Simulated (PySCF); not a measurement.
## Excitation energies in several basis sets

C₂H₄OSSi.
Numbering: `[CH:1]#[C:2][Si@H:3]([OH:4])[SH:5]` (hydrogens: H6 on C1; H7 on Si3; H8 on O4; H9 on S5)

TDDFT with PBE0 (PySCF), vertical singlets, core orbitals frozen in the response, spherical d and f functions. The structure is a single PBE0-D3(BJ)/def2-SVP conformer in the gas phase; no vibrational or solvent corrections.

Task: How do the low singlets change with the basis? Take 6-31G*, def2-SVP, 6-31+G*, def2-SVPD, aug-cc-pVDZ, def2-TZVP and def2-TZVPD.

Result: 

```
      basis  functions  diffuse  S1 (eV)  S2 (eV)  S3 (eV)  S4 (eV)  S5 (eV)  LUMO (eV)  α (au)
     6-31G*         86       no     5.83     6.15     6.24     6.47     6.52      -0.28    56.4
   def2-SVP         98       no     5.78     6.11     6.21     6.46     6.47      -0.38    57.0
    6-31+G*        106      yes     5.64     5.96     6.02     6.22     6.33      -0.76    66.0
  def2-SVPD        146      yes     5.66     5.98     6.06     6.26     6.35      -0.73    72.9
aug-cc-pVDZ        159      yes     5.63     5.93     5.99     6.19     6.31      -0.77    73.7
  def2-TZVP        191       no     5.67     5.95     6.05     6.24     6.34      -0.63    66.9
 def2-TZVPD        239      yes     5.61     5.90     5.98     6.17     6.29      -0.77    74.0
```

States are compared by their number. Against the largest diffuse basis here (def2-TZVPD, itself not a converged limit), sets without diffuse functions differ by up to 0.21 eV in S1 and 0.23 eV in S5; the smaller diffuse sets differ by up to 0.05 and 0.06 eV. State by state, the largest deviation of a set without diffuse functions is S1 0.21, S2 0.25, S3 0.26, S4 0.31, S5 0.23 eV. The same number needn't mean the same state in each row. Against def2-TZVPD the polarisability deviates by -24% in 6-31G*, -23% in def2-SVP, -11% in 6-31+G*, -1% in def2-SVPD, 0% in aug-cc-pVDZ, -10% in def2-TZVP. A single + in a Pople set puts diffuse functions on heavy atoms only.
